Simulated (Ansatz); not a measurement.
Frontier orbitals of CH₄AlFOSe (`[OH][Al]([F])[CH2][SeH]`).

```xyz
9

O     0.116   -1.775    0.897
Al   -0.702   -0.574    0.034
F    -2.042   -0.942   -0.859
C    -0.130    1.256    0.184
Se    1.132    0.927   -1.338
H    -0.067   -2.708    0.805
H    -0.822    2.002   -0.207
H     0.426    1.668    1.022
H     2.090    0.147   -0.540
```

Total charge 0; spin multiplicity 1. Correlated methods include outer-core shells of Se, which these sets cover unevenly. Scalar relativity is left out up to krypton. Geometry: relaxed with PBE0-D4/def2-TZVP. It is one conformer, not always the lowest. Basis def2-TZVPP, the Gaussian-basis code of Ansatz.

```tsv
functional	HOMO (eV)	LUMO (eV)	gap (eV)
LDA (SPW92)	-5.98	-1.81	4.17
PBE	-5.83	-1.61	4.22
PBE0	-6.99	-0.74	6.25
r2SCAN0	-7.14	-0.56	6.58
ωB97X-V	-9.25	1.26	10.51
ωB97M-V	-9.12	0.98	10.10
HF	-9.55	2.22	11.77
```

A quarter of exact exchange (PBE0) shifts PBE's HOMO by −1.16 eV and its LUMO by +0.87 eV; full exchange at long range (ωB97M-V) shifts them by −3.29 and +2.59 eV. The gap opens from 4.22 to 10.10 eV, since occupied levels lose self-interaction and empty ones feel all the electrons. A positive LUMO is unbound and depends on the basis.
